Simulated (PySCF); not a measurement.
Al2H4O4, SMILES [OH][Al]([Al]([OH])[OH])[OH].

Geometry: B3LYP-D3(BJ)/def2-SVP. The structure was generated by enumeration; whether it is a known compound was not checked. The values are those of a single conformer.

Calculation: TDA-CAM-B3LYP/def2-SVPD (PySCF).

Vertical excitations; the highest root listed may be one member of a degenerate set. Isolated molecule, no solvent. State labels are in the subgroup D2.

Give excitation energies, oscillator strengths and character. (The exact figures need the calculation; the answer reports its results.)


```json
[
 {"state": "S1", "symmetry": "B2", "energy (eV)": "6.62", "λ (nm)": "187", "f": "0.158", "main pairs": "HOMO→LUMO+1 (degenerate set)"},
 {"state": "S2", "symmetry": "B3", "energy (eV)": "6.62", "λ (nm)": "187", "f": "0.158", "main pairs": "HOMO→LUMO+2 (degenerate set)"},
 {"state": "S3", "symmetry": "B1", "energy (eV)": "6.87", "λ (nm)": "181", "f": "0.438", "main pairs": "HOMO→LUMO 93 %"},
 {"state": "S4", "symmetry": "A", "energy (eV)": "7.29", "λ (nm)": "170", "f": "0.000", "main pairs": "HOMO−1→LUMO, HOMO−2→LUMO+3 (degenerate set)"},
 {"state": "S5", "symmetry": "B1", "energy (eV)": "7.29", "λ (nm)": "170", "f": "0.000", "main pairs": "HOMO−2→LUMO, HOMO−1→LUMO+3 (degenerate set)"},
 {"state": "S6", "symmetry": "A", "energy (eV)": "7.35", "λ (nm)": "169", "f": "0.000", "main pairs": "HOMO−3→LUMO+2 47 %, HOMO−4→LUMO+1 47 %"},
 {"state": "S7", "symmetry": "B1", "energy (eV)": "7.36", "λ (nm)": "169", "f": "0.000", "main pairs": "HOMO−4→LUMO+2 46 %, HOMO−3→LUMO+1 46 %"},
 {"state": "S8", "symmetry": "B2", "energy (eV)": "7.39", "λ (nm)": "168", "f": "0.013", "main pairs": "HOMO−3→LUMO, HOMO−1→LUMO+2, HOMO−4→LUMO+3, HOMO−2→LUMO+1 (degenerate set)"},
 {"state": "S9", "symmetry": "B3", "energy (eV)": "7.39", "λ (nm)": "168", "f": "0.013", "main pairs": "HOMO−4→LUMO, HOMO−1→LUMO+1, HOMO−3→LUMO+3, HOMO−2→LUMO+2 (degenerate set)"},
 {"state": "S10", "symmetry": "A", "energy (eV)": "7.43", "λ (nm)": "167", "f": "0.000", "main pairs": "HOMO→LUMO+3 94 %"},
 {"state": "T1", "symmetry": "B2", "energy (eV)": "4.98", "λ (nm)": "249", "f": "0", "main pairs": "HOMO→LUMO+1 (degenerate set)"},
 {"state": "T2", "symmetry": "B3", "energy (eV)": "4.98", "λ (nm)": "249", "f": "0", "main pairs": "HOMO→LUMO+2 (degenerate set)"},
 {"state": "T3", "symmetry": "B1", "energy (eV)": "5.93", "λ (nm)": "209", "f": "0", "main pairs": "HOMO→LUMO 74 %, HOMO→LUMO+4 20 %"},
 {"state": "T4", "symmetry": "B3", "energy (eV)": "6.91", "λ (nm)": "179", "f": "0", "main pairs": "HOMO−1→LUMO+1 47 %, HOMO−2→LUMO+2 42 %"}
]
```
Triplets are in the Tamm–Dancoff approximation.
